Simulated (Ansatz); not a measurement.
Complex: N2 (SMILES N#N) (first 2 atoms) with CH3F (SMILES CF); geometry from B3LYP-D3(BJ)/def2-TZVP.
(charge 0, multiplicity 1):
```csv
atom,x (Å),y (Å),z (Å)
N,-0.4320,0.0213,-0.0446
N,0.4995,0.0534,-0.6109
C,-0.3888,-0.5735,3.4298
F,0.8284,-0.5472,2.7574
H,-1.1885,-0.3894,2.7120
H,-0.5134,-1.5545,3.8900
H,-0.3827,0.2032,4.1955
```

Basis-set superposition error: the interaction energy with monomers in their own basis, and in the dimer's basis (counterpoise).

Codes used: Ansatz (an electronic-structure program) with Gaussian orbitals. Each number belongs to the level named beside it.

| level | uncorrected (kcal/mol) | counterpoise (kcal/mol) | difference |
|---|---|---|---|
| HF/aug-cc-pVTZ | 0.14 | 0.22 | 0.08 |
| HF/aug-cc-pVQZ | 0.20 | 0.23 | 0.03 |
| SVWN5/def2-TZVPPD | -1.52 | -1.45 | 0.07 |
| B97M-V/def2-TZVPPD | -0.86 | -0.82 | 0.04 |
| B3LYP/def2-TZVPPD | -0.05 | 0.01 | 0.05 |
| CAM-B3LYP/def2-TZVPPD | -0.45 | -0.40 | 0.05 |
| wB97X-V/def2-TZVPPD | -0.91 | -0.86 | 0.05 |
| wB97M-V/def2-TZVPPD | -0.84 | -0.78 | 0.06 |
| SCS-MP2/aug-cc-pVTZ | -0.94 | -0.66 | 0.28 |
| CCSD/aug-cc-pVDZ | -1.03 | -0.55 | 0.48 |

The error is largest for CCSD/aug-cc-pVDZ (0.48 kcal/mol) and smallest for HF/aug-cc-pVQZ (0.03 kcal/mol).
